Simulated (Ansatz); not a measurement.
Input for Ansatz (a first-principles code): R-CCSD(T)/aug-cc-pVDZ on CH5BrO (a complex), monomers drawn apart or pushed together. The run froze 16 orbitals, filled d shells among them.

Ansatz 0.2 input:
```yaml
crystal:
  periodic: [false, false, false]
  atoms:
    - {symbol: O, position_ang: [0.34622330, 0.03161449, -0.11398864]}
    - {symbol: H, position_ang: [-0.02326593, 0.55664892, 0.60845326]}
    - {symbol: H, position_ang: [-0.32053056, 0.05273740, -0.80785887]}
    - {symbol: C, position_ang: [-0.10396163, -1.46929420, 3.23857831]}
    - {symbol: Br, position_ang: [-0.98854482, 0.26625906, 3.50058546]}
    - {symbol: H, position_ang: [0.76039857, -1.48914466, 3.89243495]}
    - {symbol: H, position_ang: [0.17844936, -1.52070646, 2.19278379]}
    - {symbol: H, position_ang: [-0.82127732, -2.23687384, 3.50584874]}
basis:
  gaussian:
    orbitals: aug-cc-pVDZ
magnetization: {spin_polarized: false}
correlation: {method: ccsd_t, electrons: outside_noble_gas}
scf: {lower_state_search: off}
```

The log:

```
WARN ansatz: RAYON_NUM_THREADS=1 ignored (pool sized by the plan → 1); use --threads N
Functional definition: HF
these checks for a lower state are left out or cut short: stability, starts, cluster_reference, orbital_swaps, neighbouring_geometries, increment
integrals: 0.27 GiB planned
1267 factors; integrals over basis functions are off by at most 1.1e-3 eV
mean field: 0.44 GiB planned
mean field evaluation 1: about -73142.9499 eV, gradient 3.6e1 eV
mean field evaluation 2: about -73142.9894 eV, gradient 3.6e1 eV
mean field evaluation 4: about -73145.5365 eV, gradient 2.6e0 eV
mean field evaluation 8: about -73145.5631 eV, gradient 1.4e-1 eV
mean field -73145.56321706 eV, -2688.0498683835 hartree, gradient 7.6e-6 eV, S^2 0.000000; 0 other end points of the search recorded, 0 dependent functions left out
16 core orbitals not correlated
reference -73145.56321706 eV, -2688.0498683835 hartree; 11, 11 occupied and 100, 100 virtual orbitals, 1267 factors
second order -13.64901744 eV of doubles, -0.00000000 eV of singles
coupled cluster: 0.61 GiB planned
cycle   1  -14.24232088 eV  change   -5.9e-1 eV  update   8.0e-2
cycle   2  -14.56926006 eV  change   -3.3e-1 eV  update   2.3e-2
cycle   3  -14.64215076 eV  change   -7.3e-2 eV  update   1.0e-2
cycle   4  -14.64012163 eV  change    2.0e-3 eV  update   2.2e-3
cycle   5  -14.63984183 eV  change    2.8e-4 eV  update   8.0e-4
cycle   6  -14.64004195 eV  change   -2.0e-4 eV  update   2.3e-4
cycle   7  -14.64001176 eV  change    3.0e-5 eV  update   7.5e-5
cycle   8  -14.64000269 eV  change    9.1e-6 eV  update   2.3e-5
perturbative correction -0.40043829 eV, -0.0147158357 hartree
Total energy: -73160.60365804 eV, -2688.6025943947 hartree
Checks for a lower state left out: stability, starts, cluster_reference, orbital_swaps, neighbouring_geometries, increment
```

The calculation finished and met its thresholds.

Cost: around 19 core-seconds (rough).
